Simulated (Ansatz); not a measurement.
Species: InH$_{3}$, charge 0, multiplicity 1. 
Coordinates optimised at B3LYP-D3(BJ)/def2-TZVP (Ansatz, a program for electronic structure):
SMILES: [InH3]
```xyz
4

In     0.0000     0.0000     0.0000
H     -0.2365     1.7142    -0.0251
H     -1.3663    -1.0616     0.0370
H      1.6028    -0.6526    -0.0119
```

Computed values are from Ansatz. Valence correlation only, unless marked. UHF or UKS for open shells. Spin-orbit coupling is left out. The frozen core is the preceding noble-gas configuration, with the filled d and f shells of earlier blocks. Past Kr the def2 sets carry scalar-relativistic core potentials. Basis-set limits of correlation are two-point, X^-3; Hartree-Fock from the larger set.

Task: What is the atomisation energy De at CCSD(T)/CBS(def2-TZVPPD,def2-QZVPPD)?

Result: 174.5 kcal/mol.

Task: What is the dipole moment at CCSD(T)/def2-SVPD?

Result: 0.00 D.

Task: What is the total energy at CCSD(T)/CBS(def2-TZVPPD,def2-QZVPPD)?

Result: -191.0329 Eh.

Task: What is the T1 diagnostic at CCSD/def2-QZVPPD?

Result: 0.009.
